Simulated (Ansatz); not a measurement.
Reaction (SMILES): Br[Si]Br (closed-shell singlet) → 2 Br atom + Si atom
B3LYP-D3(BJ)/def2-TZVP geometries, fixed; electronic energies without zero-point terms.

Basis-set convergence of the atomisation energy at CCSD(T) with Ansatz (a quantum-chemistry and plane-wave program). All functions are spherical. Cores are frozen (with 3d on Ga to Br). A restricted Hartree-Fock determinant is unstable towards unrestricted orbitals. Open shells are unrestricted. No added dispersion term, no relativity. Functions are those of the species that has most. Reference: Hartree-Fock in aug-cc-pV(Q+d)Z plus the correlation part extrapolated as X^-3 from aug-cc-pV(T+d)Z and aug-cc-pV(Q+d)Z, 180.40 kcal/mol, itself unsure by roughly 1.34 kcal/mol (a third of the extrapolation step and of the last Hartree-Fock step). Deviations are taken from unrounded values.

| basis | functions | atomisation energy (kcal/mol) |
|---|---|---|
| pcseg-1 | 72 | 158.95 |
| aug-pcseg-1 | 99 | 161.11 |
| cc-pV(D+d)Z | 77 | 156.05 |
| aug-cc-pV(D+d)Z | 104 | 160.29 |
| def2-SVP | 82 | 157.87 |
| def2-SVPD | 106 | 159.58 |
| pcseg-2 | 120 | 170.51 |
| aug-pcseg-2 | 168 | 172.52 |
| cc-pV(T+d)Z | 125 | 169.19 |
| aug-cc-pV(T+d)Z | 173 | 171.17 |
| def2-TZVP | 133 | 169.42 |
| def2-TZVPD | 157 | 170.16 |
| def2-TZVPP | 138 | 169.82 |
| def2-TZVPPD | 162 | 170.49 |
| cc-pV(Q+d)Z | 200 | 175.52 |
| aug-cc-pV(Q+d)Z | 275 | 176.60 |
| pcseg-3 | 200 | 175.36 |
| aug-pcseg-3 | 275 | 176.14 |
| def2-QZVPP | 248 | 175.50 |
| def2-QZVPPD | 272 | 175.64 |

What the diffuse functions change, pair by pair:
- pcseg-1 to aug-pcseg-1: 27 more functions, deviation -21.45 to -19.29 kcal/mol
- cc-pV(D+d)Z to aug-cc-pV(D+d)Z: 27 more functions, deviation -24.34 to -20.10 kcal/mol
- def2-SVP to def2-SVPD: 24 more functions, deviation -22.53 to -20.81 kcal/mol
- pcseg-2 to aug-pcseg-2: 48 more functions, deviation -9.89 to -7.87 kcal/mol
- cc-pV(T+d)Z to aug-cc-pV(T+d)Z: 48 more functions, deviation -11.21 to -9.23 kcal/mol
- def2-TZVP to def2-TZVPD: 24 more functions, deviation -10.97 to -10.24 kcal/mol
- def2-TZVPP to def2-TZVPPD: 24 more functions, deviation -10.58 to -9.91 kcal/mol
- cc-pV(Q+d)Z to aug-cc-pV(Q+d)Z: 75 more functions, deviation -4.87 to -3.80 kcal/mol
- pcseg-3 to aug-pcseg-3: 75 more functions, deviation -5.03 to -4.26 kcal/mol
- def2-QZVPP to def2-QZVPPD: 24 more functions, deviation -4.89 to -4.76 kcal/mol

Leaving out the reference's own pair, they bring the value nearer the reference by more than 1.34 kcal/mol in 5 of 9 pairs.
